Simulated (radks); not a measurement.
Problem. Coherent X-ray form factor from a spherical all-electron density. Method: scalar-relativistic Kohn-Sham, Slater X-alpha with alpha = 0.667, spin-polarised, spherical densities, finite nucleus; Fermi nuclear charge, rms radius of each element as measured or else 0.836 A^(1/3) + 0.57 fm; computed with a radial shooting solver on a logarithmic mesh with Libxc functionals.

| sin(theta)/lambda (1/angstrom) | f0 (electrons) |
|---|---|
| 0.05 | 77.118 |
| 0.1 | 74.690 |
| 0.15 | 71.228 |
| 0.2 | 67.282 |
| 0.25 | 63.262 |
| 0.3 | 59.408 |
| 0.4 | 52.557 |
| 0.5 | 46.879 |
| 0.6 | 42.141 |
| 0.8 | 34.512 |
| 1 | 28.482 |
| 1.25 | 22.774 |
| 1.5 | 18.910 |
| 2 | 14.701 |

The species is in the configuration that NIST lists as its ground one. Which atom or ion scatters so?

Solution. The gold ion Au+, [Xe] 4f14 5d10. Extrapolating in s^2 from the first two rows gives f0(0) = 77.9, near the electron count 78; among species with that count, the fall with angle is slower the higher Z, and the table is that of Z = 79; from so few rows the species is fixed only to a neighbour or two.
